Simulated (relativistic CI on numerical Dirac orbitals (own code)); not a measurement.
# One change at a time: Si⁶⁺

Base calculation: Dirac-Coulomb-Breit CI, separate exchange-only KLI orbitals for each configuration, model QED, unscaled Slater integrals.

CI space (outside the closed core 1s2): 2s²2p⁴, 2s2p⁵, 2p⁶, 2s²2p³3s, 2s²2p³3p, 2s²2p³3d, 2p⁵3s, 2p⁵3p, 2s2p⁴3s, 2p⁵3d, 2s²2p³4s, 2s2p⁴3p, 2s²2p³4p, 2s²2p³4d, 2s²2p³4f, 2s2p⁴3d. Levels of other configurations are missing.

Variants: (1) configuration mixing switched off; (2) one mean potential for all configurations. Shifts of the energy above 2s²2p⁴ ³P2, in cm⁻¹, for the lowest level and the first level of each name with at least 55 % of one term (blank where a level changes its place among those of its configuration and J or its character, or is not in the variant):

```
        Level     Base    Δ(1)    Δ(2)  Measured
   2s²2p⁴ ³P2        0       0       0         0
   2s²2p⁴ ³P1     3998      +2     +13      4030
   2s²2p⁴ ³P0     5533     +51     +17      5565
   2s²2p⁴ ¹D2    49214    -578    -107     46570
   2s²2p⁴ ¹S0    98680  +20113    -246     99341
   2s2p⁵ ³P°2   369661   +2470      -8    363170
   2s2p⁵ ³P°1   373258   +2476      -7    366786
   2s2p⁵ ³P°0   375214   +2472      -6    368761
   2s2p⁵ ¹P°1   522361   +4900     +42    505650
      2p⁶ ¹S0   880790  -13747    +397    849057
2s²2p³3s ⁵S°2  1142393    +945  +19764          
2s²2p³3s ³S°1  1166435    -404  +21977   1172470
2s²2p³3s ³D°1  1220961    +442  +16969          
2s²2p³3s ³D°2  1220975    +425  +16985
```

At this charge configurations can still be misplaced by up to about 7 % of their energy. 37 of the 37 excited levels that our extract of the measured tables holds in this range could be paired (the sources list more); they are missed by 5548 cm⁻¹ on average and 31733 at most, and levels without a partner can miss by more.

Measured levels: NIST levels in Kelleher and Podobedova, J. Phys. Chem. Ref. Data 37, 1285 (2008); Martin and Zalubas, J. Phys. Chem. Ref. Data 12, 323 (1983).

Ionisation energy from the two ground configurations alone: base 244.89 eV. The NIST ASD value (semi-empirical) is 246.57 eV.
